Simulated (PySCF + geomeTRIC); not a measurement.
All values below come from PySCF + geomeTRIC with TPSS-D3(BJ)/def2-SVP. fastk is a local helper that only speeds up exchange builds. No frequencies were computed at this level.

```python
import json, numpy as np
from pyscf import gto, dft
from fastk import lowrank_exchange
atoms = """
Cd    -0.000006     0.000003    -0.000001
Cl     0.378692     1.259070     1.894937
Cl    -0.378683    -1.259075    -1.894936
"""
def scf(charge, spin, dm0=None):
    mol = gto.M(atom=atoms, basis='def2-svp', ecp={'Cd': 'def2-svp'}, charge=charge, spin=spin, verbose=3, max_memory=5040)
    mf = dft.KS(mol, xc='tpss').density_fit(auxbasis="def2-universal-jkfit")
    mf.disp = 'd3bj'
    mf.grids.level = 3
    mf.conv_tol = 1e-8
    mf.max_cycle = 120
    mf.level_shift = 0.25
    mf.kernel(dm0)
    if not mf.converged:
        mf = mf.newton().run(mf.mo_coeff, mf.mo_occ).undo_soscf()
    return mf
mf = scf(0, 0)
from pyscf.geomopt.geometric_solver import kernel as optimize
path = []
done, mol = optimize(mf, maxsteps=120, assert_convergence=False, callback=lambda env: path.append((env["energy"], bool(env["g_scanner"].converged))))
res = dict(converged=bool(done and path[-1][1]), energy=path[-1][0], path=[e for e, c in path], xyz=mol.atom_coords(unit="Angstrom").tolist(), nao=mol.nao)
json.dump(res, open("result.json", "w"))
```

Output:

```
converged SCF energy = -1087.90710884203
Geometry optimization cycle 1
converged SCF energy = -1087.90710884202
cycle 1: E = -1087.90710884  dE = -1087.91  norm(grad) = 0.00607921
Geometry optimization cycle 2
converged SCF energy = -1087.90724889623
cycle 2: E = -1087.9072489  dE = -0.000140054  norm(grad) = 0.000397033
Geometry optimization cycle 3
converged SCF energy = -1087.90725120752
cycle 3: E = -1087.90725121  dE = -2.31129e-06  norm(grad) = 0.000254402
Geometry optimization cycle 4
converged SCF energy = -1087.90725737237
cycle 4: E = -1087.90725737  dE = -6.16485e-06  norm(grad) = 0.00178296
Geometry optimization cycle 5
converged SCF energy = -1087.90722279211
cycle 5: E = -1087.90722279  dE = 3.45803e-05  norm(grad) = 0.00409796
Geometry optimization cycle 6
converged SCF energy = -1087.90725632739
cycle 6: E = -1087.90725633  dE = -3.35353e-05  norm(grad) = 0.0028417
Geometry optimization cycle 7
converged SCF energy = -1087.90726809999
cycle 7: E = -1087.9072681  dE = -1.17726e-05  norm(grad) = 0.0022234
Geometry optimization cycle 8
converged SCF energy = -1087.90728029759
cycle 8: E = -1087.9072803  dE = -1.21976e-05  norm(grad) = 0.00135988
Geometry optimization cycle 9
converged SCF energy = -1087.90728899477
cycle 9: E = -1087.90728899  dE = -8.69718e-06  norm(grad) = 0.000217267
Geometry optimization cycle 10
converged SCF energy = -1087.90728902547
cycle 10: E = -1087.90728903  dE = -3.06977e-08  norm(grad) = 0.000216687
<class 'geometric.internal.Distance'> : 2
<class 'geometric.internal.LinearAngle'> : 2
<class 'geometric.internal.TranslationX'> : 1
<class 'geometric.internal.TranslationY'> : 1
<class 'geometric.internal.TranslationZ'> : 1
<class 'geometric.internal.RotationA'> : 1
<class 'geometric.internal.RotationB'> : 1
<class 'geometric.internal.RotationC'> : 1
Step    0 : Gradient = 3.510e-03/4.299e-03 (rms/max) Energy = -1087.9071088420
Step    1 : Displace = 1.286e-02/1.575e-02 (rms/max) Trust = 1.000e-01 (=) Grad = 2.292e-04/2.808e-04 (rms/max) E (change) = -1087.9072488962 (-1.401e-04) Quality = 1.082
Step    2 : Displace = 9.081e-04/1.112e-03 (rms/max) Trust = 1.414e-01 (+) Grad = 1.469e-04/1.800e-04 (rms/max) E (change) = -1087.9072512075 (-2.311e-06) Quality = 0.990
Step    3 : Displace = 3.844e-03/4.708e-03 (rms/max) Trust = 2.000e-01 (+) Grad = 1.029e-03/1.261e-03 (rms/max) E (change) = -1087.9072573724 (-6.165e-06) Quality = 0.382
Step    4 : Displace = 5.153e-03/6.311e-03 (rms/max) Trust = 2.000e-01 (=) Grad = 2.366e-03/2.898e-03 (rms/max) E (change) = -1087.9072227921 (+3.458e-05) Quality = -1.161
Step    5 : Displace = 2.576e-03/3.155e-03 (rms/max) Trust = 2.576e-03 (x) Grad = 1.636e-03/2.004e-03 (rms/max) E (change) = -1087.9072563274 (+1.045e-06) Quality = -0.041
Step    6 : Displace = 1.293e-03/1.583e-03 (rms/max) Trust = 1.288e-03 (-) Grad = 1.278e-03/1.565e-03 (rms/max) E (change) = -1087.9072681000 (-1.177e-05) Quality = 1.318
Step    7 : Displace = 1.824e-03/2.234e-03 (rms/max) Trust = 1.821e-03 (+) Grad = 7.752e-04/9.494e-04 (rms/max) E (change) = -1087.9072802976 (-1.220e-05) Quality = 1.151
Step    8 : Displace = 2.815e-03/3.447e-03 (rms/max) Trust = 2.576e-03 (+) Grad = 9.374e-06/1.148e-05 (rms/max) E (change) = -1087.9072889948 (-8.697e-06) Quality = 1.406
Step    9 : Displace = 3.447e-05/4.220e-05 (rms/max) Trust = 3.643e-03 (+) Grad = 1.525e-06/1.864e-06 (rms/max) E (change) = -1087.9072890255 (-3.070e-08) Quality = 33.522
Converged! =D
```

Cost: about 70 core-seconds (a rough figure).
